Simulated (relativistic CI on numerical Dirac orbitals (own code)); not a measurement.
**What each ingredient does to the levels of Pb IV**

Base calculation: Dirac-Coulomb-Breit CI, separate exchange-only KLI orbitals for each configuration, model QED (radiative potential, 1s self-energy scaled to tabulated hydrogen-like ionisation energies), valence Slater integrals scaled by 0.85, P86 correlation energy added to each configuration.

CI space (outside the closed core [Xe] 4f14): 5d¹⁰6s, 5d¹⁰6p, 5d¹⁰6d, 5d⁹6s², 5d¹⁰6f, 5d¹⁰7s, 5d⁹6s6p, 5d⁹6s5f, 5d¹⁰7p, 5d¹⁰5f, 5d⁹6s5g, 5d¹⁰8s, 5d¹⁰7d. Double excitations out of closed p, d and f shells are left out; levels of such configurations are missing from the list, as are those of other unlisted configurations, and high levels can miss mixing partners.

The lowest level and the first level of each name with at least 55 % of one term (blank where a level has no safe partner in the second run):

```csv
Level,Base (cm⁻¹),Shift (cm⁻¹)
5d¹⁰6s ²S1/2,0.0,0.0
5d¹⁰6p ²P°1/2,73720.8,-2162.3
5d¹⁰6p ²P°3/2,93721.0,-2164.2
5d⁹6s² ²D5/2,110248.9,-3147.5
5d⁹6s² ²D3/2,130705.1,-3148.1
5d⁹6s6p ⁴P°5/2,167424.7,-4896.3
5d⁹6s6p ⁴F°7/2,174350.9,-4896.5
5d¹⁰7s ²S1/2,178285.5,-3545.2
5d¹⁰6d ²D3/2,178451.3,-3797.1
5d¹⁰6d ²D5/2,180432.0,-3797.6
5d⁹6s6p ⁴F°9/2,188947.4,-4897.0
5d⁹6s6p ⁴F°3/2,189061.7,-4897.1
5d⁹6s6p ²D°3/2,194750.4,-4896.2
5d⁹6s6p ⁴D°7/2,195411.6,-4892.1
5d¹⁰7p ²P°1/2,201197.5,-4462.0
5d⁹6s6p ²P°3/2,201412.9,-4893.0
5d¹⁰7p ²P°3/2,207987.7,-4205.2
5d¹⁰5f ²F°7/2,210715.8,-4149.1
5d¹⁰5f ²F°5/2,213421.6,-3912.8
5d⁹6s6p ²F°7/2,213652.1,-4858.8
5d¹⁰8s ²S1/2,241997.8,-5298.0
5d¹⁰7d ²D3/2,242877.8,-5130.6
```

Correlation outside the listed configurations is missing or only estimated: errors of thousands of cm⁻¹ between configurations and terms are usual at this charge. Rates and lifetimes follow the computed energies and can be off by large factors. The fine structure of a lone outer electron comes out too small, for d and f at times inverted, and misplaced configurations move strength between like terms. 10 of the 10 excited levels that our extract of the measured tables holds in this range could be paired (the sources list more); they are missed by 6519 cm⁻¹ on average and 8997 at most, and levels without a partner can miss by more.

Task: One thing was changed in a second run, which moved the levels as shown. Which?
A. configuration mixing switched off
B. non-relativistic limit
C. Slater integrals left unscaled
D. no correlation estimate
E. Breit term removed
F. QED terms removed

Result: D. No correlation estimate. A correlation estimate moves all levels of a configuration together before mixing; mixed levels move by a weighted share.

LS names give the leading component of a level, which can be under half, so a name can repeat, a term be missing and a line seem to break the LS rules.
